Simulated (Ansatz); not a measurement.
Input and output for `C[C@H](Br)[C@@H](C)Br`.

```yaml
crystal:
  periodic: [false, false, false]
  atoms:
    - {symbol: C, position_ang: [-0.085477, 0.298391, 1.776235]}
    - {symbol: C, position_ang: [0.288343, -0.279647, 0.570379]}
    - {symbol: Br, position_ang: [2.090513, -0.108605, 0.415550]}
    - {symbol: C, position_ang: [-0.288196, 0.279825, -0.570430]}
    - {symbol: C, position_ang: [0.085341, -0.298614, -1.776182]}
    - {symbol: Br, position_ang: [-2.090422, 0.109520, -0.415511]}
    - {symbol: H, position_ang: [0.098851, 1.285853, 1.770619]}
    - {symbol: H, position_ang: [-1.066897, 0.157224, 1.933295]}
    - {symbol: H, position_ang: [0.423980, -0.113974, 2.534657]}
    - {symbol: H, position_ang: [0.140017, -1.271831, 0.574631]}
    - {symbol: H, position_ang: [-0.139502, 1.271954, -0.574904]}
    - {symbol: H, position_ang: [-0.099680, -1.285946, -1.770456]}
    - {symbol: H, position_ang: [1.066873, -0.158142, -1.933176]}
    - {symbol: H, position_ang: [-0.423755, 0.114001, -2.534709]}
basis:
  gaussian: {orbitals: def2-TZVP, point_charges: [{charge: 1.00, position_ang: [6.389, -0.396, 0.511]}]}
hamiltonian: {xc: {name: CAM-B3LYP}, dispersion: d3bj}
output: {forces: true}
```

```sh
$ ansatz run in.yaml --threads 2 --pin off --events-out ev --progress --plain --max-ram 31744MiB --backend cpu
```

Output, abridged:

```
Functional definition: CAM-B3LYP
1898 factors; their error is unknown
442 factors; integrals over basis functions are off by at most 8.6e-6 eV
mean field evaluation 1: about -144363.6981 eV, gradient 7.2e1 eV
mean field evaluation 2: about -144363.0838 eV, gradient 7.1e1 eV
mean field evaluation 4: about -144374.2904 eV, gradient 3.2e0 eV
mean field evaluation 8: about -144374.3098 eV, gradient 7.2e-2 eV
mean field evaluation 16: about -144374.9258 eV, gradient 1.8e-4 eV
mean field -144374.92578768 eV, -5305.6806618577 hartree, gradient 2.3e-5 eV, S^2 0.000000; 0 other end points of the search recorded, 0 dependent functions left out
reference -144374.92592018 eV, -5305.6806667272 hartree; 51, 51 occupied and 217, 217 virtual orbitals, 1898 factors
Total energy: -144375.29744259 eV, -5305.6943199239 hartree
Atom 0 at    -0.085477     0.298391     1.776235 Å, force    -0.432342     0.287428     1.231765 eV/Å
Atom 1 at     0.288343    -0.279647     0.570379 Å, force     0.884925    -0.491035     0.043638 eV/Å
Atom 2 at     2.090513    -0.108605     0.415550 Å, force     4.726625     0.251719    -0.167802 eV/Å
Atom 3 at    -0.288196     0.279825    -0.570430 Å, force    -1.459965     0.476350    -0.050954 eV/Å
Atom 4 at     0.085341    -0.298614    -1.776182 Å, force     0.598666    -0.274286    -1.190415 eV/Å
Atom 5 at    -2.090422     0.109520    -0.415511 Å, force    -4.258428    -0.243256     0.186582 eV/Å
Atom 6 at     0.098851     1.285853     1.770619 Å, force     0.603740     3.700867     0.112456 eV/Å
Atom 7 at    -1.066897     0.157224     1.933295 Å, force    -3.503764    -0.434160     0.799543 eV/Å
Atom 8 at     0.423980    -0.113974     2.534657 Å, force     1.761356    -1.438738     2.998674 eV/Å
Atom 9 at     0.140017    -1.271831     0.574631 Å, force    -0.710356    -3.740652     0.033690 eV/Å
Atom 10 at    -0.139502     1.271954    -0.574904 Å, force     0.776757     3.751746    -0.042595 eV/Å
Atom 11 at    -0.099680    -1.285946    -1.770456 Å, force    -0.657705    -3.693246    -0.122235 eV/Å
Atom 12 at     1.066873    -0.158142    -1.933176 Å, force     3.553212     0.429309    -0.876631 eV/Å
Atom 13 at    -0.423755     0.114001    -2.534709 Å, force    -1.775611     1.419214    -2.961141 eV/Å
Dipole moment:    -0.416320     0.022979    -0.026568 e Å
```

Run time 16 s (2 threads of an AMD EPYC 7R13 on a shared host); peak host memory 1.4 GiB.
